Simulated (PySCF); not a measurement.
## Computed properties of SnI2, SMILES [I][Sn][I]

SnI₂, SMILES [I][Sn][I] (connectivity only; charge and spin as stated), neutral, multiplicity 1. The structure is a stationary point at B3LYP-D3(BJ)/def2-SVP. The isomer is the one that the SMILES or the coordinates give; other isomers of the formula were not compared. The def2 effective core potentials stand for the cores of I, Sn; spin–orbit coupling is left out. Other conformers were not sampled. All values are computed for the isolated molecule unless a solvent is named; none is compared with measurement here.

**Structure.** The optimised structure has C2v symmetry. All 3 harmonic modes at B3LYP-D3(BJ)/def2-SVP (PySCF) are real, so it is a minimum. With heavy atoms numbered as in [Sn:1]([I:2])[I:3], the shortest bond between them is Sn1–I2 at 2.773 Å and the longest Sn1–I3 at 2.773 Å.

**Vibrations.** The strongest infrared lines (harmonic, unscaled, degenerate partners summed) lie at 187 cm⁻¹ (45 km/mol, Sn 56 %, I 44 %), 188 cm⁻¹ (13 km/mol, I 50 %, Sn 50 %). The softest mode is at 57 cm⁻¹ and the zero-point energy is 0.6 kcal/mol.

**Electronic structure.** M06-2X/def2-TZVPD (PySCF) places the frontier levels at -8.24 and -2.62 eV, a gap of 5.62 eV, and gives a dipole moment of 3.06 D and a mean polarisability of 122.1 bohr³. PBE/def2-TZVPD (PySCF) at the same geometry gives -6.31 and -3.99 eV, so its gap is 3.30 eV narrower. An orbital gap is neither the optical nor the fundamental gap.

**Excitations.** TDDFT-PBE0/def2-SVPD (PySCF) has S1 at 2.78 eV (447 nm, f = 0.004, weak); the most intense of the 10 singlets computed lies at 4.63 eV (f = 0.07). T1 (TDA) is at 2.20 eV. TDDFT-PBE/def2-SVPD (PySCF) puts S1 at 2.34 eV.
